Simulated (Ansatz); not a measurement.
Input for Ansatz (development build ahead of 0.2.0):

```yaml
crystal:
  periodic: [false, false, false]
  atoms:
    - { symbol: C, position_ang: [2.49137, -0.05999, 0.0] }
    - { symbol: C, position_ang: [2.12759, 1.29764, 0.0] }
    - { symbol: C, position_ang: [1.29764, 2.12759, 0.0] }
    - { symbol: C, position_ang: [-0.05999, 2.49137, 0.0] }
    - { symbol: C, position_ang: [-1.19373, 2.18758, 0.0] }
    - { symbol: C, position_ang: [-2.18758, 1.19373, 0.0] }
    - { symbol: C, position_ang: [-2.49137, 0.05999, 0.0] }
    - { symbol: C, position_ang: [-2.12759, -1.29764, 0.0] }
    - { symbol: C, position_ang: [-1.29764, -2.12759, 0.0] }
    - { symbol: C, position_ang: [0.05999, -2.49137, 0.0] }
    - { symbol: C, position_ang: [1.19373, -2.18758, 0.0] }
    - { symbol: C, position_ang: [2.18758, -1.19373, 0.0] }
basis:
  gaussian: { orbitals: def2-TZVP }
magnetization:
  spin_polarized: true
hamiltonian:
  xc: { name: wB97X }
```

The input is written out in the form of the current development build from the run's settings.

The run gave:

```yaml
Converged: yes
Total_energy: -456.75356 hartree
Spin_squared_of_the_determinant: 0.000
Stability_test: minimum
```
